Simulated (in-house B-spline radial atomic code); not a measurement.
A run on Mo (an excited or competing configuration) that did not converge. Method: scalar-relativistic (X2C) wB97X, spin-polarised, spherical fractional occupations, exact exchange averaged over the configuration, Fermi nucleus of rms radius 4.4091 fm; computed with an all-electron radial atomic-structure program (B-spline basis).

Command:
```bash
python run_scf.py task.json out
```
Settings (nuclear radius in fm, mass in u):
```
Z                42
configuration    [Ar] 3d9 4s2 4p6 4d5 4f1 5s1
hamiltonian      x2c
method           wb97x
spin_polarised   True
nucleus          fermi
rms_radius       4.4091
atomic_mass      97.9054
speed_of_light   137.035999084
exact_exchange   averaged over the configuration
```

First and last ten iterations of the last attempt (damped for 15 steps, keeping 80 % of the old Fock matrix, then DIIS):
```
 iter        energy (Eh)    residual
    1       -4030.428820    4.38e-01
    2       -4034.329839    3.19e-01
    3       -4036.901090    2.13e-01
    4       -4038.372787    1.37e-01
    5       -4039.201762    8.97e-02
    6       -4039.592879    6.01e-02
    7       -4039.757278    4.37e-02
    8       -4039.830849    3.30e-02
    9       -4039.866486    2.55e-02
   10       -4039.884166    1.99e-02
  111       -4039.902762    1.37e-03
  112       -4039.903082    1.16e-03
  113       -4039.902742    1.99e-03
  114       -4039.902849    2.12e-03
  115       -4039.903380    1.74e-03
  116       -4039.903037    2.05e-03
  117       -4039.903167    2.00e-03
  118       -4030.954154    2.75e-01
  119       -4039.899048    2.41e-03
  120       -4039.896612    2.72e-03
 not converged after 120 iterations
```

The smallest residual met was 5.7e-04; the threshold is about 4e-07. No energy from this run should be used. Run time, properties included: 50 s on 1 thread of Arm Neoverse N1 (shared host).
